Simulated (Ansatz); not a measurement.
Consider the silylene formation by 1,1-elimination: `CN(C)[Si](O)(O)O` → `OO` + `CN(C)[Si]O`.

Isolated molecules relaxed with PBE0-D4/def2-TZVP in Ansatz; ΔE leaves out vibrations. CCSD(T)/CBS adds triple-zeta CCSD(T) − MP2 to the extrapolated MP2 energy (def2 sets, frozen cores). This one scheme is used for every species. DFT in def2-TZVPP. Each species was taken in one conformer, which may not be the lowest.

CCSD(T)/CBS gives +705.2 kJ/mol.

**Question.** Another level gave +694.0 kJ/mol. Which?
A. CCSD(T)/def2-TZVPP
B. PBE0/def2-TZVPP
C. BHLYP-D4/def2-TZVPP
D. PBE/def2-TZVPP

**Answer.** A. CCSD(T)/def2-TZVPP 694.0, PBE0 678.2, PBE 634.1, BHLYP-D4 724.0 kJ/mol.

**Question.** What do rigid-rotor, harmonic-oscillator terms from PBE0-D4/def2-TZVP frequencies (298.15 K, 1 bar) make of the CCSD(T)/CBS value? (Estimate.)

**Answer.** The calculation gave: ΔZPE = -8.6 kJ/mol, ΔH = +699.0 kJ/mol, ΔS = 161 J/(mol·K), ΔG = +651.0 kJ/mol. Modes under 50 cm⁻¹ make the entropy rough.

Largest T1 diagnostic among the species: 0.013.

In def2-TZVPP, CCSD(T) changes the Hartree–Fock value by −40.4 kJ/mol (the triples alone add −8.6 kJ/mol) and MP2 by −7.1 kJ/mol. From BLYP to BHLYP (50 % exact exchange), in def2-TZVPP and without D4, ΔE moves by +95.0 kJ/mol.
